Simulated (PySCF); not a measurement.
NICS in rings of unrelated molecules.

Definitions: NICS(0) = −σiso at the ring centroid; NICS(1) = −σiso and NICS(1)zz = −σzz at ±1 Å along the ring normal z. Level: GIAO PBE0/pcSseg-1 (PySCF, non-relativistic, gas phase) on the GFN2-xTB geometries, one conformer each. Atom numbers follow the mapped SMILES.

Problem. Order these rings by mean NICS(1)zz, lowest (most negative) first (ppm).
A. ring C6–N7–N8–N9–C10 in `[SiH3:1][c:2]1[cH:3][cH:4][cH:5][c:6]2[n:7][n:8][nH:9][c:10]12`
B. ring C5–C6–Si7–C8–S9 in `[O:1]=[CH:2][O:3]/[CH:4]=[C:5]1/[CH2:6][SiH2:7][CH2:8][S:9]1`
C. ring Si6–C7–C8–Si9 in `[CH3:1][CH2:2][NH:3][C:4](=[O:5])[Si@H:6]1[CH2:7][CH2:8][SiH2:9]1`
D. ring C2–C3–O4–C5–C7–O9 in `[CH3:1][C@@H:2]1[CH2:3][O:4][C:5](=[O:6])[C:7](=[O:8])[O:9]1`
E. ring C2–C3–O4–C5–C6–C8 in `[F:1][C@@H:2]1[CH2:3][O:4][CH2:5][C@@H:6]([Cl:7])[CH2:8]1`
F. ring C3–O4–C5–C6–P7 in `[CH3:1][O:2][c:3]1[o:4][cH:5][cH:6][p:7]1`
G. ring C6–Si7–C8–Si9 in `[CH3:1][CH2:2][NH:3][C:4](=[O:5])[CH:6]1[SiH2:7][CH2:8][SiH2:9]1`

Solution. A (-34.5), F (-22.4), B (-2.1), D (0.9), E (2.7), G (4.6), C (6.2).

| SMILES | ring | NICS(0) | NICS(1) | NICS(1)zz | HOMA | rms pucker (Å) | ring atoms with four or more neighbours |
| --- | --- | --- | --- | --- | --- | --- | --- |
| [SiH3]c1cccc2nn[nH]c12 | 5-membered ring with 3 N; formal bonds all aromatic | -13.3 | -13.8 | -34.5 | 0.84 | 0.00 | 0 |
| COc1occp1 | 5-membered ring with O and P; formal bonds all aromatic | -11.6 | -9.7 | -22.4 | 0.43 | 0.00 | 0 |
| O=CO/C=C1/C[SiH2]CS1 | 5-membered ring with S and Si; formal bonds all single | -6.1 | -3.9 | -2.1 | – | 0.19 | 3 |
| C[C@@H]1COC(=O)C(=O)O1 | 6-membered ring with 2 O; formal bonds all single | -0.5 | -1.8 | 0.9 | – | 0.24 | 2 |
| F[C@@H]1COC[C@@H](Cl)C1 | 6-membered ring with O; formal bonds all single | -2.0 | -1.9 | 2.7 | – | 0.23 | 5 |
| CCNC(=O)C1[SiH2]C[SiH2]1 | 4-membered ring with 2 Si; formal bonds all single | 0.4 | -0.5 | 4.6 | – | 0.06 | 4 |
| CCNC(=O)[Si@H]1CC[SiH2]1 | 4-membered ring with 2 Si; formal bonds all single | 2.8 | -0.3 | 6.2 | – | 0.08 | 4 |

NICS(0) gives another order. The isotropic NICS(1) gives another order. HOMA uses Krygowski's 1993 parameters; it is left out where a ring has a four-coordinate atom, a triple bond, no multiple bond or a kind of bond without parameters. NICS(1) and NICS(1)zz are means over the two faces.
